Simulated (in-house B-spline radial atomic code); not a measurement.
Configurations of Se, with energies counted from [Ar] 3d10 4s2 4p4. Computed with an all-electron radial atomic-structure program (B-spline basis): scalar-relativistic (X2C) TPSSh, spin-polarised, spherical fractional occupations, exact exchange averaged over the configuration, Fermi nucleus of rms radius 4.14 fm. Shells without spins written out take the highest spin.

Occupations are held fixed; configurations that lie above the ionisation limit could autoionise.

| configuration | E - E(ref) (eV) | highest orbital | its <r> (bohr) |
| --- | --- | --- | --- |
| [Ar] 3d10 4s1 4p4 4d1 | 18.898 | 4d up | 7.434 |
| [Ar] 3d10 4s1 4p4 5d1 | 19.602 | 5d up | 14.3 |
| [Ar] 3d10 4s1 4p4 5f1 | 20.247 | 5f up | 28.57 |
| [Ar] 3d9 4s2 4p4 5p1 | 60.871 | 5p up | 7.696 |

**Question.** Order these further configurations by energy, lowest first.
A. [Ar] 3d10 4s2 4p3 5d1
B. [Ar] 3d10 4s1 4p4 5p1
C. [Ar] 3d9 4s2 4p4 5d1
D. [Ar] 3d9 4s2 4p4 4d1
E. [Ar] 3d10 4s2 4p3 4d1

**Answer.** E (7.5245 eV), A (8.1866 eV), B (18.397 eV), D (61.434 eV), C (62.106 eV).
